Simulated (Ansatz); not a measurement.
HFSi, singlet, geometry from GFN2-xTB; HF/def2-SV(P) (Ansatz, a quantum-chemistry and plane-wave program).

The Ansatz input:
Ansatz 0.2 input:
```yaml
crystal:
  periodic: [false, false, false]
  atoms:
    - {symbol: Si, position_ang: [-0.24845443, -0.32714290, 0.45770159]}
    - {symbol: H, position_ang: [-0.88585188, -1.16646728, -0.57945722]}
    - {symbol: F, position_ang: [0.48491266, 0.63849643, -0.64759612]}
basis:
  gaussian:
    orbitals: def2-SV_P_.json
hamiltonian:
  xc: hf
scf: {lower_state_search: off}
```
The basis file holds def2-SV(P) in the JSON format of the Basis Set Exchange.

What the program printed (banner, timings and long lists left out):

```
Functional definition: HF
these checks for a lower state are left out or cut short: stability, starts, cluster_reference, orbital_swaps, neighbouring_geometries, increment
326 factors; integrals over basis functions are off by at most 5.3e-4 eV
mean field evaluation 1: about -10577.6912 eV, gradient 2.5e1 eV
mean field evaluation 2: about -10577.6919 eV, gradient 2.5e1 eV
mean field evaluation 4: about -10578.9365 eV, gradient 1.3e0 eV
mean field evaluation 8: about -10578.9478 eV, gradient 5.3e-5 eV
mean field -10578.94775061 eV, -388.7691591665 hartree, gradient 8.8e-7 eV, S^2 0.000000; 0 other end points of the search recorded, 0 dependent functions left out
reference -10578.94775061 eV, -388.7691591665 hartree; 12, 12 occupied and 22, 22 virtual orbitals, 326 factors
Total energy: -10578.94775061 eV, -388.7691591665 hartree
Checks for a lower state left out: stability, starts, cluster_reference, orbital_swaps, neighbouring_geometries, increment
```
